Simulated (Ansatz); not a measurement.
Reactions of BrCl₂FTi, SMILES `[F][Ti]([Cl])([Cl])[Br]`.

Isolated molecules relaxed with PBE0-D4/def2-TZVP in Ansatz; ΔE leaves out vibrations. CBS: MP2 limit from def2 TZ/QZ plus the TZ coupled-cluster correction, frozen cores. This one scheme is used for every species. Functionals use def2-TZVPP. For Br, Ti outer-core shells are correlated without core-valence functions, which leaves a few kJ/mol of doubt a bond. Scalar relativity is left out up to krypton. Each species was taken in one conformer, which may not be the lowest.

```
                                                          reaction  r2SCAN-D4 (kJ/mol)
  `[F][Ti]([Cl])([Cl])[Br]` + H–F → `[F][Ti]([F])([Cl])[Cl]` + HBr                 -22
  `[F][Ti]([Cl])([Cl])[Br]` + H–F → `[F][Ti]([F])([Cl])[Br]` + HCl                 -23
 `[F][Ti]([Cl])([Cl])[Br]` + H₂S → `[F][Ti]([SH])([Cl])[Cl]` + HBr                  56
 `[F][Ti]([Cl])([Cl])[Br]` + HCl → `[F][Ti]([Cl])([Cl])[Cl]` + HBr                   1
 `[F][Ti]([Cl])([Cl])[Br]` + H₂O → `[OH][Ti]([F])([Cl])[Cl]` + HBr                  20
`[F][Ti]([Cl])([Cl])[Br]` + HCl → `[Cl][Ti]([Cl])([Cl])[Br]` + H–F                  22
```

**Question.** Give the CCSD(T)/CBS values in the same order. (Best estimate.)

**Answer.** The calculation gave: -5, -8, 57, 4, 25, 6 kJ/mol.

Largest T1 diagnostic: 0.026, for `[F][Ti]([SH])([Cl])[Cl]`, so its coupled-cluster energy is less sure.
